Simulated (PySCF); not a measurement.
C3H5BFN, SMILES NB1C=C[C@@H]1F.

Geometry: B3LYP-D3(BJ)/def2-SVP. The structure was generated by enumeration; whether it is a known compound was not checked. One conformer was computed; it need not be the lowest.

The numbers are results of TDA-PBE/def2-SVPD (PySCF), not measurements.

Vertical excitations. Isolated molecule, no solvent.

Computed UV-visible absorptions:
```csv
state,energy (eV),λ (nm),f,main pairs
S1,4.96,250,0.010,"HOMO→LUMO 77 %, HOMO−1→LUMO 21 %"
S2,5.75,216,0.016,"HOMO−2→LUMO 75 %, HOMO−1→LUMO 16 %"
S3,5.96,208,0.055,"HOMO−1→LUMO 34 %, HOMO−3→LUMO 24 %, HOMO−2→LUMO 19 %, HOMO→LUMO 7 %"
S4,6.09,203,0.006,HOMO→LUMO+1 98 %
S5,6.54,190,0.002,HOMO−1→LUMO+1 81 %
S6,6.64,187,0.027,"HOMO−4→LUMO 45 %, HOMO−3→LUMO 27 %, HOMO−1→LUMO+1 15 %"
S7,6.70,185,0.047,HOMO→LUMO+2 82 %
S8,6.97,178,0.002,HOMO−2→LUMO+1 83 %
S9,7.13,174,0.012,HOMO→LUMO+3 77 %
S10,7.16,173,0.148,"HOMO−1→LUMO+2 24 %, HOMO→LUMO+3 21 %, HOMO−4→LUMO 19 %, HOMO−2→LUMO+1 12 %"
T1,4.16,298,0,"HOMO→LUMO 68 %, HOMO−1→LUMO 25 %"
T2,4.79,259,0,"HOMO−1→LUMO 67 %, HOMO→LUMO 30 %"
T3,5.32,233,0,HOMO−2→LUMO 92 %
T4,5.62,221,0,HOMO−3→LUMO 84 %
```
Triplets are in the Tamm–Dancoff approximation.
